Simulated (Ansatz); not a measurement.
Consider the ligand exchange at the Si–O bond: `C[Si](C)(C)[O][Ti]([F])([F])[F]` + HCl → chlorotrimethylsilane + `[OH][Ti]([F])([F])[F]`.

Isolated molecules relaxed with PBE0-D4/def2-TZVP in Ansatz; ΔE leaves out vibrations. CBS: MP2 limit from def2 TZ/QZ plus the TZ coupled-cluster correction, frozen cores. This one scheme is used for every species. DFT in def2-TZVPP. B3LYP here is the variant with VWN-RPA as its local correlation; programs differ in this. HSE06 is defined as in plane-wave codes. For Ti outer-core shells are correlated without core-valence functions, which leaves a few kJ/mol of doubt a bond. Scalar relativity is left out up to krypton. Each species was taken in one conformer, which may not be the lowest.

`C[Si](C)(C)[O][Ti]([F])([F])[F]`:

```xyz
18

C    -0.210    1.836    0.950
Si   -0.214    0.035    0.482
C    -1.941   -0.647    0.371
C     0.857   -0.976    1.619
O     0.457   -0.075   -1.050
Ti    1.163   -0.191   -2.641
F     0.190    0.728   -3.778
F     2.794    0.457   -2.603
F     1.210   -1.876   -3.135
H     0.806    2.237    0.963
H    -0.640    1.978    1.946
H    -0.799    2.426    0.244
H    -2.544   -0.076   -0.340
H    -2.438   -0.603    1.344
H    -1.931   -1.690    0.046
H     0.469   -0.949    2.642
H     0.890   -2.021    1.301
H     1.880   -0.594    1.638
```

HCl:

Z-matrix (Å, degrees):
```
Cl
H 1 1.279
```

`C[Si](C)(C)Cl`:

Z-matrix (Å, degrees):
```
C
Si 1 1.862
H 1 1.092 2 110.9
H 1 1.092 2 110.9 3 -120.2
H 1 1.094 2 110.4 3 119.9
C 2 1.862 1 111.5 3 177.4
C 2 1.862 1 111.5 3 -57.2
Cl 2 2.079 1 107.3 3 60.1
H 6 1.092 2 110.9 1 -177.4
H 6 1.092 2 110.9 1 -57.2
H 6 1.094 2 110.4 1 62.7
H 7 1.094 2 110.4 1 -62.7
H 7 1.092 2 110.9 1 177.4
H 7 1.092 2 110.9 1 57.2
```

`[OH][Ti]([F])([F])[F]`:

Cartesian coordinates in Å:
```
O -0.477 1.122 -0.565
Ti 0.078 -0.318 0.284
F -0.617 -0.339 1.889
F -0.402 -1.750 -0.599
F 1.825 -0.311 0.384
H -0.407 1.595 -1.395
```

```json
{"level": "PBE-D4", "ΔE (kcal/mol)": "4.0", "difference from CCSD(T)/CBS": "-2.6"}
{"level": "revPBE-D4", "ΔE (kcal/mol)": "4.0", "difference from CCSD(T)/CBS": "-2.6"}
{"level": "BLYP-D4", "ΔE (kcal/mol)": "6.5", "difference from CCSD(T)/CBS": "-0.1"}
{"level": "r2SCAN-D4", "ΔE (kcal/mol)": "5.1", "difference from CCSD(T)/CBS": "-1.5"}
{"level": "B97M-V", "ΔE (kcal/mol)": "5.8", "difference from CCSD(T)/CBS": "-0.8"}
{"level": "PBE0-D4", "ΔE (kcal/mol)": "4.4", "difference from CCSD(T)/CBS": "-2.2"}
{"level": "r2SCANh-D4", "ΔE (kcal/mol)": "5.1", "difference from CCSD(T)/CBS": "-1.5"}
{"level": "r2SCAN0-D4", "ΔE (kcal/mol)": "5.1", "difference from CCSD(T)/CBS": "-1.5"}
{"level": "HSE06-D4", "ΔE (kcal/mol)": "4.4", "difference from CCSD(T)/CBS": "-2.2"}
{"level": "CAM-B3LYP-D4", "ΔE (kcal/mol)": "7.1", "difference from CCSD(T)/CBS": "0.5"}
{"level": "ωB97X-V", "ΔE (kcal/mol)": "5.0", "difference from CCSD(T)/CBS": "-1.6"}
{"level": "PBE-QIDH", "ΔE (kcal/mol)": "5.2", "difference from CCSD(T)/CBS": "-1.4"}
{"level": "PBE", "ΔE (kcal/mol)": "3.3", "difference from CCSD(T)/CBS": "-3.3"}
{"level": "revPBE", "ΔE (kcal/mol)": "3.1", "difference from CCSD(T)/CBS": "-3.5"}
{"level": "BLYP", "ΔE (kcal/mol)": "5.5", "difference from CCSD(T)/CBS": "-1.1"}
{"level": "r2SCAN", "ΔE (kcal/mol)": "4.7", "difference from CCSD(T)/CBS": "-1.9"}
{"level": "PBE0", "ΔE (kcal/mol)": "3.7", "difference from CCSD(T)/CBS": "-2.9"}
{"level": "B3LYP", "ΔE (kcal/mol)": "5.7", "difference from CCSD(T)/CBS": "-0.9"}
{"level": "r2SCANh", "ΔE (kcal/mol)": "4.7", "difference from CCSD(T)/CBS": "-1.9"}
{"level": "r2SCAN0", "ΔE (kcal/mol)": "4.6", "difference from CCSD(T)/CBS": "-2.0"}
{"level": "HSE06", "ΔE (kcal/mol)": "3.6", "difference from CCSD(T)/CBS": "-3.0"}
{"level": "BHLYP", "ΔE (kcal/mol)": "6.3", "difference from CCSD(T)/CBS": "-0.3"}
{"level": "CAM-B3LYP", "ΔE (kcal/mol)": "6.2", "difference from CCSD(T)/CBS": "-0.4"}
{"level": "LC-ωPBE", "ΔE (kcal/mol)": "4.1", "difference from CCSD(T)/CBS": "-2.5"}
{"level": "RPA@PBE/def2-TZVPP", "ΔE (kcal/mol)": "8.2", "difference from CCSD(T)/CBS": "1.6"}
{"level": "HF/def2-SVP", "ΔE (kcal/mol)": "7.5", "difference from CCSD(T)/CBS": "0.9"}
{"level": "MP2/def2-SVP", "ΔE (kcal/mol)": "8.2", "difference from CCSD(T)/CBS": "1.6"}
{"level": "CCSD/def2-SVP", "ΔE (kcal/mol)": "8.8", "difference from CCSD(T)/CBS": "2.2"}
{"level": "CCSD(T)/def2-SVP", "ΔE (kcal/mol)": "9.1", "difference from CCSD(T)/CBS": "2.5"}
{"level": "HF/def2-TZVPP", "ΔE (kcal/mol)": "6.9", "difference from CCSD(T)/CBS": "0.3"}
{"level": "MP2/def2-TZVPP", "ΔE (kcal/mol)": "6.8", "difference from CCSD(T)/CBS": "0.2"}
{"level": "SCS-MP2/def2-TZVPP", "ΔE (kcal/mol)": "7.4", "difference from CCSD(T)/CBS": "0.8"}
{"level": "CCSD/def2-TZVPP", "ΔE (kcal/mol)": "7.8", "difference from CCSD(T)/CBS": "1.2"}
{"level": "CCSD(T)/def2-TZVPP", "ΔE (kcal/mol)": "7.9", "difference from CCSD(T)/CBS": "1.3"}
{"level": "HF/def2-QZVPP", "ΔE (kcal/mol)": "7.2", "difference from CCSD(T)/CBS": "0.6"}
{"level": "MP2/def2-QZVPP", "ΔE (kcal/mol)": "6.2", "difference from CCSD(T)/CBS": "-0.4"}
{"level": "SCS-MP2/def2-QZVPP", "ΔE (kcal/mol)": "6.7", "difference from CCSD(T)/CBS": "0.1"}
{"level": "HF/CBS(def2)", "ΔE (kcal/mol)": "7.3", "difference from CCSD(T)/CBS": "0.7"}
{"level": "MP2/CBS(def2)", "ΔE (kcal/mol)": "5.5", "difference from CCSD(T)/CBS": "-1.1"}
{"level": "CCSD/CBS(def2)", "ΔE (kcal/mol)": "6.5", "difference from CCSD(T)/CBS": "-0.1"}
{"level": "CCSD(T)/CBS", "ΔE (kcal/mol)": "6.6", "difference from CCSD(T)/CBS": "0"}
```

Largest T1 diagnostic among the species: 0.023, so the coupled-cluster value is less sure than usual.

From BLYP to BHLYP (50 % exact exchange), in def2-TZVPP and without D4, ΔE moves by +0.8 kcal/mol. At CCSD(T), def2-SVP lies +2.5 kcal/mol from the extrapolated value and def2-TZVPP +1.3 kcal/mol. The D4 term adds +1.0 kcal/mol with B3LYP and +0.8 kcal/mol with PBE0; it sums over pairs of atoms, weighted by their polarisabilities, and B3LYP, whose exchange is more repulsive, gets the larger term.

CCSD(T)/CBS has its own doubt, a few kJ/mol and more with outer-core shells, so smaller differences from it don't rank the levels.
